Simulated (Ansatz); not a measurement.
`[SiH3][SnH3]` + `[NH2][AlH2]` → `[AlH2][NH][SiH3]` + `[SnH4]` at 400 K and 1 bar (cleavage of the Si–Sn bond).

Computed with Ansatz on PBE0-D4/def2-TZVP structures; ΔE is electronic, products minus reactants. CCSD(T)/CBS is the MP2 limit (def2-TZVPP, def2-QZVPP) plus CCSD(T) − MP2 in def2-TZVPP, frozen cores. This one scheme is used for every species. def2 core potentials past Kr. For Sn outer-core shells are correlated without core-valence functions, which leaves a few kJ/mol of doubt a bond.

```
           species  CCSD(T)/CBS energy (Eh)  H − E (kJ/mol)  S (J/(mol·K))
    `[SiH3][SnH3]`               -506.68362           143.7          335.4
     `[NH2][AlH2]`               -299.14566           122.0          272.0
`[AlH2][NH][SiH3]`               -589.44550           172.3          344.3
          `[SnH4]`               -216.39156            85.2          244.6
```

H − E and S are ideal-gas, rigid-rotor, harmonic terms from PBE0-D4/def2-TZVP. 1 Eh = 2625.50 kJ/mol, R = 8.31446 J/(mol·K).

Q: By hand: ΔE, ΔH, ΔS and ΔG.

A: ΔE = (-589.44550) + (-216.39156) − (-506.68362) − (-299.14566) = -0.00778 Eh = -20.4 kJ/mol. Δ(H − E) = 172.3 + 85.2 − 143.7 − 122.0 = -8.2, so ΔH = -28.6 kJ/mol. ΔS = 344.3 + 244.6 − 335.4 − 272.0 = -18.5 J/(mol·K). ΔG = -28.6 − 400 × (-18.5)/1000 = -21.2 kJ/mol.

Q: By hand: the equilibrium constant, and the temperature at which ΔG would vanish if ΔH and ΔS stayed fixed.

A: log₁₀ K = −ΔG/(RT ln 10) = 2.8. ΔG = 0 at ΔH/ΔS = 1546 K, though so small a ΔS makes that figure unsure.

ΔH outweighs TΔS. A doubt of 5 kJ/mol in ΔE shifts log₁₀ K by 0.7 here. These are equilibria of isolated gas molecules and say nothing of rates. Largest T1 diagnostic: 0.013 (customary marks: 0.02 for closed shells, 0.045 for open ones).
